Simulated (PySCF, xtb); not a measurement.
Cd(Br)(SeH) (BrCdHSe), SMILES [SeH][Cd][Br]. Other conformers were not sampled.

Harmonic wavenumbers (cm⁻¹) from GFN2-xTB run with xtb at its own minimum, in rising order: 43, 159, 178, 219, 480, 2092.

**Question.** What does PBE-D3(BJ)/def2-SVP (PySCF) give at its own minimum? (The exact figures need the calculation; the answer reports its results.)

**Answer.** 61, 62, 188, 298, 568, 2348. Paired by order, the mean absolute difference is 91 cm⁻¹ and the zero-point energies are 4.5 and 5.0 kcal/mol.
